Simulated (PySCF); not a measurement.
# XPS shifts beside NMR shieldings

C₆H₉BO₂.
Geometry (PBE0-D3(BJ)/def2-SVP, Å), atoms numbered from 1 in this order:
```
atom  x, y, z in Å
B1    -1.9096   -1.2691   -0.4705
O2    -2.7820   -0.3727    0.4024
C3    -2.3933    0.8213    0.6038
C4    -1.1107    1.2764    0.3302
C5    -0.1327    0.2959    0.0807
C6     1.3003    0.6056    0.1212
C7     2.2605   -0.4763    0.5692
C8     2.2040   -0.1141   -0.8643
O9    -0.4570   -0.9215   -0.1296
H10   -2.1103   -2.4277   -0.1783
H11   -2.1044   -0.9559   -1.6388
H12   -3.1341    1.4861    1.0731
H13   -0.8309    2.3090    0.5297
H14    1.5431    1.6399    0.3713
H15    1.8051   -1.4220    0.8719
H16    3.1133   -0.1483    1.1679
H17    1.7058   -0.8089   -1.5449
H18    3.0139    0.4753   -1.3001
```

Binding energies: delta-SCF UKS SCAN, pcX-2 on the ionised atom, pcseg-1 elsewhere, spin-free X2C in PySCF 2.14.0. Shieldings: GIAO PBE0/pcSseg-1, non-relativistic, same geometry.

```json
{"atom": "C3", "isotropic shielding (ppm)": "1.5"}
{"atom": "C4", "isotropic shielding (ppm)": "78.7"}
{"atom": "C5", "isotropic shielding (ppm)": "-17.0"}
{"atom": "C6", "isotropic shielding (ppm)": "164.2"}
{"atom": "C7", "isotropic shielding (ppm)": "171.1"}
```

**Question.** What are the C 1s binding energies of these atoms?

**Answer.** 
```json
{"atom": "C4", "environment": "alkene CH carbon", "C 1s (eV)": "290.49", "isotropic shielding (ppm)": "78.7"}
{"atom": "C7", "environment": "three-membered-ring carbon", "C 1s (eV)": "291.16", "isotropic shielding (ppm)": "171.1"}
{"atom": "C6", "environment": "three-membered-ring carbon", "C 1s (eV)": "291.38", "isotropic shielding (ppm)": "164.2"}
{"atom": "C3", "environment": "vinylic carbon bearing oxygen", "C 1s (eV)": "292.92", "isotropic shielding (ppm)": "1.5"}
{"atom": "C5", "environment": "carbon bonded to 2 C and O", "C 1s (eV)": "293.28", "isotropic shielding (ppm)": "-17.0"}
```

**Question.** Among the listed atoms, is the one with the highest binding energy also the least shielded?

**Answer.** Yes: C5 has both (293.28 eV, -17.0 ppm).

By binding energy: C4 < C7 < C6 < C3 < C5. By shielding: C5 < C3 < C4 < C6 < C7.

Of atoms equivalent by bonding only the ionised one is listed; its partners' own values can differ in this conformer. Spin contamination (⟨S²⟩ against 0.75 for a pure doublet) is marked for C 1s of C3 (0.97) and C 1s of C5 (0.93), which makes these values less certain. One conformer (not necessarily the lowest) at the PBE0-D3(BJ)/def2-SVP geometry, without solvent, vibrations or thermal averaging.
